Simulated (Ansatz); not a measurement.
A nudged elastic band was laid between two geometries of C$_{2}$H$_{2}$SSe (6 atoms, charge 0, multiplicity 1).

Level of theory: RKS PBE0/def2-SVP (Ansatz).

- movable images: 9
- climbing image: yes
- spring: 5.0 eV/Å²
- optimiser: quadratic models (default)
- start path: IDPP
- force threshold: 0.05 eV/Å
- iteration limit: 24
- end points: relaxed

Initial state:

```xyz
6
Properties=species:S:1:pos:R:3
S 1.137 0.535 -1.091
C 0.340 -0.116 0.356
C -0.816 -0.730 0.219
Se -2.298 -1.525 0.024
H 0.840 1.842 -0.885
H 0.839 -0.070 1.331
```

Final state:

```xyz
6
Properties=species:S:1:pos:R:3
S -0.043 1.645 -0.055
C 0.256 -0.036 0.431
C -0.557 -0.975 -0.008
Se -1.618 -2.166 -0.575
H 0.947 1.742 -0.976
H 1.058 -0.274 1.139
```

(1) What changes between the two ends?

(2) Give the energies along the band, and the barrier.

(3) What is the geometry of the highest image?

(4) What are the harmonic wavenumbers there?

Answers

(1) No bond is made or broken. The dihedral H5–S1–C2–H6 goes from -80 to 80°. The two ends are copies of one structure, up to a mirror image or an exchange of like atoms.

(2) The run converged. The highest image is number 5 of 0 to 10, 0.071 eV above the ends, which have the same energy within 2 meV. A vibrational analysis at the climbing image gives one clearly imaginary mode, 213i cm⁻¹: a first-order saddle point.

```csv
image,path coordinate (Å),energy (eV),dihedral H5–S1–C2–H6 (°)
0,0.00,0.000,-80
1,0.28,0.005,-67
2,0.55,0.018,-53
3,0.83,0.039,-38
4,1.10,0.060,-20
5,1.38,0.071,0
6,1.65,0.061,20
7,1.93,0.039,38
8,2.20,0.019,53
9,2.48,0.005,67
10,2.75,0.000,80
```

(3) 
```xyz
6
Properties=species:S:1:pos:R:3:forces:R:3
S 0.503 1.039 -1.204 0.00 0.00 0.00
C 0.086 0.054 0.208 0.00 0.00 0.00
C -0.646 -1.037 0.167 0.00 0.00 0.00
Se -1.591 -2.445 0.114 0.00 0.00 0.00
H 1.222 1.945 -0.512 0.00 0.00 0.00
H 0.468 0.381 1.182 0.00 0.00 0.00
```

(4) 213i, 121, 305, 438, 606, 665, 843, 983, 1158, 1816, 2738, 3194 cm⁻¹.

The run took 17 min on 1 thread of AMD EPYC 7R43 64-Core Processor (Zen 3), on a shared host, peak memory 0.21 GiB.
